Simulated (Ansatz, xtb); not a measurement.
# C2H7B2+: where a starting geometry ends

The starting geometry of this gas-phase singlet was built from a drawn formula by distance geometry and a force field; its bonds are those of `BB([CH2+])C`.

```xyz
11

C    -0.0231   -1.3450   -1.3778
C    -2.2744   -1.1319    0.1643
B    -0.7441    1.1640   -0.4396
B    -1.0661   -0.4671   -0.6144
H     0.1768    1.6349   -0.9725
H    -1.5023    1.8476    0.2081
H     0.8257   -0.9190   -1.8635
H    -0.1223   -2.4262   -1.4637
H    -2.5666   -2.0798   -0.3995
H    -1.9149   -1.4200    1.1928
H    -3.0756   -0.4370    0.1918
```

**Question.** Predict what it relaxes into with r2SCAN-D4/def2-SVP.

**Answer.** It rearranges to `BC[B+]C`. Contacts that open: B3–B4 (1.67 → 2.51 Å). Contacts that close: C1–B3 (2.77 → 1.61 Å).

The energy falls by 4.62 eV over 41 steps:

```
step  E − E(last) (eV)
   1             4.619
   5             2.904
  10             1.816
  14             0.602
  19             0.009
  23             0.004
  28             0.002
  32             0.001
  37             0.000
  41             0.000
```

Final geometry (Å):

| atom | x (Å) | y (Å) | z (Å) |
| --- | --- | --- | --- |
| C | -0.2378 | -0.5930 | -1.2294 |
| C | -2.4066 | -1.4916 | 0.5448 |
| B | -0.1431 | 1.0097 | -1.0937 |
| B | -1.3059 | -1.0873 | -0.3581 |
| H | 0.9280 | 1.5158 | -1.2738 |
| H | -1.1336 | 1.6519 | -0.8651 |
| H | 0.7246 | -1.1307 | -1.1757 |
| H | -0.6254 | -0.6842 | -2.2755 |
| H | -2.6809 | -2.5520 | 0.3920 |
| H | -2.1051 | -1.3529 | 1.6014 |
| H | -3.3011 | -0.8653 | 0.3590 |

From the same start GFN2-xTB reaches the same bonding as this run.

No frequencies were run, so the end isn't proven a minimum. Run with Ansatz 0.2.0, 73 s on 2 threads of Arm Neoverse V1 (shared host).
